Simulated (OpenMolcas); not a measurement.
# Lines of Se+: computed and rescaled rates

```json
{
 "Program": "OpenMolcas 26.06",
 "Method": "SS-CASPT2, IPEA 0.25 Eh, imaginary shift 0.1 Eh (closed shells correlated: 3d)",
 "Basis": "ANO-RCC-VTZP [6s5p3d1f]",
 "Scalar Hamiltonian": "DKH2, point nucleus",
 "Active space": "5 electrons in 8 orbitals (4s 4p 5s 5p)",
 "State averaging": "2S+1 = 4 odd, 1 root; 2S+1 = 2 odd, 8 roots; 2S+1 = 4 even, 3 roots; 2S+1 = 2 even, 9 roots",
 "Spin-orbit coupling": "state interaction with AMFI integrals over the reference wave functions, term energies averaged over their components"
}
```

Rates come from the transition moments of the reference wave functions (E1 and E2 in the length form). At fixed line strength A goes as λ^-3 for E1 and M1 and as λ^-5 for E2, so a rate at the computed wavelength can be rescaled to the measured one. Measured vacuum wavelengths follow from level energies in NIST Handbook of Basic Atomic Spectroscopic Data. Branching counts decays inside the model space alone, at computed energies, and the table is only a selection of the E2 and M1 lines, drawn from those between levels with measured partners whose computed energy lies within a factor of 1.5 of the measured one.

```tsv
Upper	Lower	Type	λ computed (nm)	λ measured (nm)	A computed (s-1)	A rescaled (s-1)	Branching %
4s² 4p³ ²P°_3/2	4s² 4p³ ⁴S°_3/2	M1	402.7	418.5	3.74e+00		60.1
4s² 4p³ ²P°_1/2	4s² 4p³ ⁴S°_3/2	M1	412.9	434.1	1.65e+00		61.2
4s² 4p³ ²P°_3/2	4s² 4p³ ²D°_3/2	M1	968.3	932.3	1.43e+00		23.0
4s² 4p³ ²P°_1/2	4s² 4p³ ²D°_3/2	M1	1030	1013	7.51e-01		27.8
4s² 4p³ ²P°_3/2	4s² 4p³ ²D°_5/2	M1	1019	989.1	7.07e-01		11.3
4s² 4p³ ²P°_3/2	4s² 4p³ ²D°_5/2	E2	1019	989.1	2.32e-01	2.69e-01	3.7
4s² 4p³ ²D°_3/2	4s² 4p³ ⁴S°_3/2	M1	689.4	759.4	1.94e-01		97.6
4s² 4p³ ²P°_1/2	4s² 4p³ ²D°_3/2	E2	1030	1013	1.92e-01	2.09e-01	7.1
4s² 4p³ ²P°_3/2	4s² 4p³ ²D°_3/2	E2	968.3	932.3	1.08e-01	1.31e-01	1.7
4s² 4p³ ²P°_1/2	4s² 4p³ ²D°_5/2	E2	1087	1081	1.01e-01	1.04e-01	3.7
4s² 4p³ ²D°_5/2	4s² 4p³ ⁴S°_3/2	E2	665.7	725.5	8.78e-03		57.9
4s² 4p³ ²D°_5/2	4s² 4p³ ⁴S°_3/2	M1	665.7	725.5	4.96e-03		32.7
4s² 4p³ ²D°_3/2	4s² 4p³ ⁴S°_3/2	E2	689.4	759.4	4.78e-03		2.4
4s² 4p³ ²D°_5/2	4s² 4p³ ²D°_3/2	M1	19360	16230	1.42e-03	2.41e-03	9.4
```

Spin-changing lines and M1 lines between different terms are not rescaled, since their strength hangs on the term gaps too.

The largest correction is for 4s² 4p³ ²D°_5/2 → 4s² 4p³ ²D°_3/2 (M1): 1.42e-03 × (19360 / 16230)^3 = 2.41e-03 s-1, a factor of 1.70.

No measured rate stands beside these. Rescaling mends the energy factor alone: line strengths can still be far off where a level mixes with configurations outside the active space, and weak or spin-changing lines hang on small mixing coefficients that depend on the term gaps too, so rescaling need not improve them.

CASPT2 breaks the degeneracy within a term, and the mean is taken; among the terms shown or strongly mixed into the levels shown the widest spread is 100 cm-1 (4s² 4p³ ²D°). Over all roots computed the reference weight is 0.84 to 0.96; the roots of lowest weight are the least certain, and an intruder state may touch them. Active for correlation alone: 5p 5s; no level in the range computed is led by a configuration that fills them, so any true level of that kind is missing. Computed and measured levels are paired by configuration, term and J; levels that our copy of the source lacks, or whose pairing is in doubt (as where it misses far off the trend of its configuration), stay unpaired. Levels of configurations outside the active space are missing.

° marks odd parity.
